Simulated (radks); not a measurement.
The caesium ion Cs4+ is in [Kr] 4d10 5s2 5p(1/2: 2, 3/2: 1). Method: Dirac Kohn-Sham, PBE, spin-unpolarised, spherical densities, finite nucleus; Fermi nuclear charge, rms radius of each element as measured or else 0.836 A^(1/3) + 0.57 fm; computed with a radial shooting solver on a logarithmic mesh with Libxc functionals. Sub-shells are occupied by j as written (lower j first in brackets). One electron is removed from 4d5/2, 5p3/2, 5s1/2, 5p1/2 in turn, with full relaxation. Which removal costs least, and what does each cost?

Answer. 5p3/2 55.861 eV; 5p1/2 58.208 eV; 5s1/2 72.301 eV; 4d5/2 127.08 eV. The 5p3/2 electron leaves first.
